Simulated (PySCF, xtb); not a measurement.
C6H6, SMILES C=C=CC#CC.

xtb 6.7.1 with GFN2-xTB at its own geometry gives an orbital gap of 4.17 eV and a dipole moment of 0.41 D.

Geometry optimised at PBE-D3(BJ)/def2-SVP.

What does PBE/def2-TZVP (PySCF) give? (Estimate from the structure and the level; the computed values follow.)

gap 4.00 eV (levels -5.53 and -1.53 eV), dipole 0.57 D.
